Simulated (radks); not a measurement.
Tb52+, 13 electrons, occupied as [Ne] 3s2 3p1. All-electron calculation, scalar-relativistic Kohn-Sham, SCAN, spin-polarised, spherical densities, finite nucleus; open shells are filled with parallel spins first (spin-orbit coupling, left out, can overturn this in heavy ions); meta-GGA in the generalised Kohn-Sham scheme; Fermi nuclear charge, rms radius 5.06 fm. Program: a radial shooting solver on a logarithmic mesh with Libxc functionals.

Normalised radial functions P(r) = r R(r), r in bohr:

r            2s up    3s up  3s down
0.0008561   0.4358   0.2230   0.2227
0.001063    0.5195   0.2658   0.2654
0.001319    0.6170   0.3156   0.3151
0.001637    0.7295   0.3730   0.3724
0.002031    0.8575   0.4382   0.4375
0.002521    1.0007   0.5110   0.5102
0.003129    1.1571   0.5904   0.5894
0.003883    1.3225   0.6738   0.6728
0.004819    1.4889   0.7572   0.7560
0.005981    1.6439   0.8336   0.8323
0.007423    1.7684   0.8930   0.8915
0.009213    1.8366   0.9212   0.9197
0.01143     1.8146   0.9001   0.8986
0.01419     1.6629   0.8084   0.8070
0.01761     1.3409   0.6247   0.6236
0.02186     0.8172   0.3339   0.3331
0.02713     0.0830  -0.0645  -0.0646
0.03367    -0.8242  -0.5400  -0.5393
0.04179    -1.8089  -1.0204  -1.0189
0.05186    -2.7115  -1.3846  -1.3824
0.06437    -3.3314  -1.4760  -1.4733
0.07989    -3.4980  -1.1537  -1.1509
0.09915    -3.1505  -0.3746  -0.3719
0.1231     -2.4025   0.7240   0.7247
0.1527     -1.5127   1.7988   1.7971
0.1895     -0.7596   2.4249   2.4232
0.2352     -0.2914   2.3501   2.3494
0.292      -0.0800   1.6998   1.7017
0.3624     -0.0146   0.9003   0.9036
0.4497     -0.0016   0.3333   0.3358
0.5582     -0.0001   0.0806   0.0816
0.6927     0.0000   0.0116   0.0119

2s up: eigenvalue -12295.1 eV, 1 radial node at r = 0.0277 bohr, <r> = 0.0901 bohr, 90 % of the charge inside 0.139 bohr. 3s up: eigenvalue -4979.5 eV, 2 radial nodes at r = 0.0263, 0.107 bohr, <r> = 0.217 bohr, 90 % of the charge inside 0.315 bohr. 3s down: eigenvalue -4961.3 eV, 2 radial nodes at r = 0.0263, 0.107 bohr, <r> = 0.217 bohr, 90 % of the charge inside 0.315 bohr.

Empty levels of this run are not shown, since the potential may be unsettled where no density lies.
